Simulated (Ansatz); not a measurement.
Ansatz results at the PBE0-D4/def2-TZVP geometry: HOMO–LUMO gap (B3LYP/def2-TZVPP) 6.43 eV; HOMO–LUMO gap (PBE0/def2-TZVPP) 6.94 eV; size of the dipole moment (B3LYP/def2-TZVPP) 1.44 D.

Each molecule was computed in one conformer, which needn't be the lowest.

(1) Which molecule gave them?
A. `COB(F)[CH2][AlH2]`
B. `CO/C=C/N`
C. `OB[NH][GaH2]`
D. `B[SiH2]C(F)Cl`

Answers

(1) C. The others give `B[SiH2]C(F)Cl`: 4.90, 5.32, 2.08; `COB(F)[CH2][AlH2]`: 6.17, 6.62, 2.79; `CO/C=C/N`: 6.09, 6.65, 1.42.

B3LYP here is the variant with VWN-RPA as its local correlation; programs differ in this.
